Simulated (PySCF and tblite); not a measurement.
The numbers below are computed, except where a source is named.
System: C5H7BrO4, numbered as in [CH3:1][O:2][C:3](=[O:4])/[C:5]([Br:6])=[C:7](\[OH:8])[O:9][CH3:10].

Motion: rotation about the C3–C5 bond (torsion O2–C3–C5–Br6 from 0° to 180°, rising). GFN2-xTB gives an electronic barrier of 17.6 kcal/mol and a reaction energy of 7.0 kcal/mol.

Spin–orbit effects of heavy atoms on shieldings are missing.

(1) What does revPBE/pcSseg-1 + D3(BJ) give on GFN2-xTB geometries?

Programs: tblite and PySCF.

Results:

(1) A barrier of 23.3 kcal/mol, 5.7 above the tight-binding barrier (from unrounded values), a reaction energy of 6.9 kcal/mol and, with GFN2-xTB thermal terms, ΔG‡(298 K) = 22.9 kcal/mol and k = 0.0002 s⁻¹ (2 equivalent paths).
